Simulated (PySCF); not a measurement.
## How methods differ on the ionisation energy of Ho

Ho [Xe] 4f11 6s2 (high-spin determinant) → Ho⁺ [Xe] 4f11 6s1 (high-spin determinant), as a difference of total energies. Computed with PySCF 2.14 in ANO-RCC-VTZP (8s7p5d3f2g1h, 104 functions), with scalar relativity by spin-free X2C-1e. Correlated levels: valence: [Kr] 4d10 frozen; valence and next inner shell: [Ar] 3d10 frozen. The calculations carry no spin-orbit coupling.

```csv
method,ionisation energy (eV),difference from reference (eV)
UHF,4.933,-1.088
MP2 (valence),5.865,-0.156
SCS-MP2 (valence),5.873,-0.148
MP2 (valence and next inner shell),5.885,-0.136
SCS-MP2 (valence and next inner shell),5.883,-0.138
```

Reference: 6.021 eV (measured; NIST Atomic Spectra Database, ionization energies).

The reference lies between the lowest fine-structure levels, while these numbers refer to the centres of the terms.

Errors of the correlated levels include the incompleteness of this basis and the frozen core.

The determinant of Ho and of Ho⁺ mixes LS terms, which raises its energy above the lowest term, most at the Hartree-Fock and MP2 levels.
